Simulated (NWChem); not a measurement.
# AlH$_{2}$Cl; SMILES [AlH2][Cl]

```xyz
4

Al     0.0000     0.0000     1.0857
H      0.0000    -1.4122     1.8182
H      0.0000     1.4122     1.8182
Cl     0.0000     0.0000    -1.0340
```
Atoms are numbered in this order, from 1.

Program: NWChem. Geometry optimised at PBE-D3(BJ)/def2-SVP; all other runs use it. Pople sets run with spherical d functions. Vzz has the sign of the potential's second derivative.

| quantity | level | value |
|---|---|---|
| orbital gap (eV) | MN15/def2-TZVP | ? |
| −ε(HOMO) (eV) | LRC-wPBEh/def2-SVPD | ? |
| Vzz Cl4 (a.u.) | Hartree-Fock/6-31G* | 1.153 |
| vertical, lowest state with f > 0.02, singlet (eV) | LDA (Slater exchange, VWN5)/def2-SVPD, full TDDFT | 5.98 |
| J(27Al atom 1, 1H atom 2) (Hz) | PBE0/pcJ-1 | 365.9 |
| dipole (D) | PBE-D3(BJ)/def2-SVP | ? |
| highest harmonic frequency (cm⁻¹) | PBE-D3(BJ)/def2-SVP | 1925 |

Problem. Some entries are withheld; supply them.

Solution. 
- orbital gap (eV), value: 7.92
- −ε(HOMO) (eV), value: 10.48
- dipole (D), value: 1.10
